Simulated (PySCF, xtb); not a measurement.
H6S, SMILES [S@OH20]([H])([H])([H])([H])([H])[H].

GFN2-xTB (xtb) at its own geometry gives an orbital gap of 5.48 eV and a dipole moment of 0.00 D.

The structure is a stationary point at ωB97X-D3(BJ)/def2-TZVP.

Problem. What does PBE/def2-TZVPD (PySCF) give? (An estimate is asked for; the answer gives what the named calculation found.)

Solution. gap 3.72 eV (levels -5.65 and -1.93 eV), dipole 0.00 D.
